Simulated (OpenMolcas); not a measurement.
# Si²⁺: CASPT2 settings compared

```yaml
Program: OpenMolcas 26.06
Basis: ANO-RCC-VTZP [5s4p2d1f]
Scalar_Hamiltonian: DKH2, point nucleus
Active_space: 2 electrons in 4 orbitals (3s 3p)
State_averaging: 2S+1 = 1 even, 7 roots; 2S+1 = 3 even, 3 roots kept (CI in the orbitals of an earlier block); 2S+1 = 1 odd, 3 roots; 2S+1 = 3 odd, 3 roots kept (CI in the orbitals of an earlier block)
Spin-orbit_coupling: state interaction with AMFI integrals over the reference wave functions, term energies averaged over their components
```

Methods on the same reference wave functions:
A. CASSCF
B. SS-CASPT2, IPEA 0.5 Eh, sigma2 regulariser 0.5 Eh (closed shells correlated: 2s 2p)
C. XMS-CASPT2, IPEA 0.15 Eh, sigma1 regulariser 0.5 Eh (closed shells correlated: 2s 2p)

Energies in cm-1 above 3s2 1S0, the measured ground level; measured values from NIST levels in Kelleher and Podobedova, J. Phys. Chem. Ref. Data 37, 1285 (2008).

| Level | A | B | C | Measured |
| --- | --- | --- | --- | --- |
| 3s2 1S0 | 0.0 | 0.0 | 0.0 | 0.0 |
| 3s 3p 3P* 0 | 54107 | 52710 | 52510 | 52725 |
| 3s 3p 3P* 1 | 54190 | 52790 | 52600 | 52853 |
| 3s 3p 3P* 2 | 54356 | 52960 | 52760 | 53115 |
| 3s 3p 1P* 1 | 92692 | 86090 | 84800 | 82884 |
| 3p2 3P0 | 129595 | 129720 | 129750 | 129708 |
| 3p2 3P1 | 129699 | 129830 | 129850 | 129842 |
| 3p2 3P2 | 129901 | 130020 | 130070 | 130101 |
| 3p2 1D2 | 140725 | 132670 | 128700 | 122215 |
| 3p2 1S0 | 165368 | 155600 | 153030 | 153444 |

Deviations, from unrounded energies. A percentage is the sum of absolute deviations over the sum of measured energies, with the sign that they share, or ± where signs differ.

```csv
Against measurement,Levels,A,B,C
mean absolute deviation (cm-1),9,5000,1800,1100
other configurations (%),9,±4.9,±1.8,±1.1
```

C lies closest to measurement on these levels and A furthest from it. The largest miss of C in the table is 3p2 1D2, by +6500 cm-1. The ranking rests on the paired levels alone, and a cruder setting can come out closer through cancelling errors.

Between B and C the level of the table that moves most is 3p2 1D2, by 4000 cm-1 (lowest in C, highest in B). Moves below CASPT2's spread within the term are not significant.

The mean deviations of B to C differ by less than CASPT2's widest spread within a term (1100 cm-1), so their order carries little weight.

The lowest spin-free term lies below A's lowest term by 0.025 hartree in B, 0.028 hartree in C.

CASPT2 does not keep the components of a term degenerate, so their means are used; among the terms shown or strongly mixed into the levels shown the widest spread is 1100 cm-1 (3p2 1D, C). Terms from blocks run as CI alone lack orbitals of their own. The ¹D term of p² mixes with s d, which this space lacks. Computed and measured levels are paired by configuration, term and J; levels that our copy of the source lacks, or whose pairing is in doubt (as where it misses far off the trend of its configuration), stay unpaired and out of the deviations. Levels of configurations outside the active space are missing.

* marks odd parity.
